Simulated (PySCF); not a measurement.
## Worked example: chemical shift, span and skew from a shielding tensor

Al(H)(OH)(iPr) (C₃H₉AlO), SMILES C[CH](C)[AlH][OH]. Atoms are numbered in the order given.

```xyz
14

Al    -0.4313     0.9489     0.4775
H     -1.4889     1.3247     1.6100
O      0.6516     2.1510    -0.0737
H      0.6845     3.0562     0.2394
C     -0.3151    -0.8235    -0.3613
C     -0.6175    -1.9527     0.6272
C      0.9946    -1.0536    -1.1156
H     -1.1374    -0.8110    -1.1076
H     -0.6620    -2.9338     0.1211
H      0.1631    -2.0336     1.4032
H     -1.5785    -1.8114     1.1484
H      1.1982    -0.2584    -1.8490
H      0.9855    -2.0165    -1.6575
H      1.8566    -1.0816    -0.4281
```
Charge 0, spin multiplicity 1.

Geometry optimised at PBE0-D3(BJ)/def2-SVP. The structure was generated by enumeration; whether it is a known compound was not checked. One conformer was computed; it need not be the lowest.

GIAO shieldings from HF/pcSseg-1 (PySCF), non-relativistic, no solvent. The symmetric part of the tensor of C5 has the principal values 173.0, 183.2, 196.5 ppm. The same nucleus in TMS has σ = 192.6 ppm at this level (PySCF, at its B3LYP-D3(BJ)/def2-TZVP geometry).

Work out the isotropic shielding, the ¹³C shift against TMS, the span and the skew.


σ(iso) = (σ11 + σ22 + σ33)/3 = 184.2 ppm. δ = σ(ref) − σ(iso) = 192.6 − (184.2) = 8.4 ppm.
Span Ω = σ33 − σ11 = 23.5 ppm. Skew κ = 3(σ(iso) − σ22)/Ω = 0.13. Tumbling in solution averages the tensor to δ; in a static solid the shielding alone would spread this spin-1/2 line over Ω.
